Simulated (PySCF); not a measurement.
C₃H₂F₃, SMILES [CH]=CC(F)(F)F, multiplicity 2.

Geometry optimised at PBE-D3(BJ)/def2-SVP. The isomer is the one that the SMILES or the coordinates give; other isomers of the formula were not compared.

Level of theory: PBE-D3(BJ)/def2-SVP in PySCF.

Harmonic, unscaled wavenumbers; measured fundamentals usually lie a few per cent lower.

| mode | ν (cm⁻¹) | IR (km/mol) | moving atoms (share of kinetic energy) |
|---|---|---|---|
| 1 | 91 | 1.3 | C 54 %, F 26 %, H 20 % |
| 2 | 240 | 0.5 | F 48 %, C 38 %, H 14 % |
| 3 | 324 | 6.9 | F 53 %, H 32 %, C 14 % |
| 4 | 418 | 2.1 | F 57 %, C 36 % |
| 5 | 512 | 3.0 | F 78 %, H 15 % |
| 6 | 534 | 9.0 | F 66 %, C 28 % |
| 7 | 594 | 14.2 | F 42 %, H 30 %, C 28 % |
| 8 | 685 | 26.7 | H 55 %, C 25 %, F 20 % |
| 9 | 745 | 23.2 | F 48 %, H 34 %, C 18 % |
| 10 | 819 | 0.2 | H 64 %, C 35 % |
| 11 | 859 | 29.6 | F 41 %, C 33 %, H 26 % |
| 12 | 1112 | 87.6 | H 45 %, C 42 %, F 13 % |
| 13 | 1142 | 316.6 | C 77 %, F 22 % |
| 14 | 1230 | 195.2 | C 56 %, H 35 %, F 9 % |
| 15 | 1262 | 251.4 | C 87 %, F 12 % |
| 16 | 1670 | 19.6 | C 94 % |
| 17 | 3012 | 0.3 | H 92 % |
| 18 | 3208 | 4.4 | H 90 %, C 10 % |
